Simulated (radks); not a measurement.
F, 9 electrons, occupied as [He] 2p5 3s2 (not the ground configuration). All-electron calculation, Dirac Kohn-Sham, BLYP, spin-unpolarised, spherical densities, finite nucleus; open shells fill j = l - 1/2 first; Fermi nuclear charge, rms radius 2.8976 fm. Program: a radial shooting solver on a logarithmic mesh with Libxc functionals.

Unscreened Slater integrals over Kohn-Sham orbitals (cm^-1). Large and small components are both included.

integral           value
F0(3s1/2,3s1/2)    54292
F0(3s1/2,2p3/2)    72581
G1(3s1/2,2p3/2)   4679.4
F0(3s1/2,2p1/2)    72590
G1(3s1/2,2p1/2)   4675.1
F0(3s1/2,1s1/2)    78243
G0(3s1/2,1s1/2)   1644.7
F0(2p3/2,2p3/2)   220090
F2(2p3/2,2p3/2)   100320
F0(2p3/2,2p1/2)   220270
G2(2p3/2,2p1/2)   100350
F0(2p3/2,1s1/2)   312910
G1(2p3/2,1s1/2)    37424
F0(2p1/2,2p1/2)   220450
F0(2p1/2,1s1/2)   313490
G1(2p1/2,1s1/2)    37545
F0(1s1/2,1s1/2)  1174400
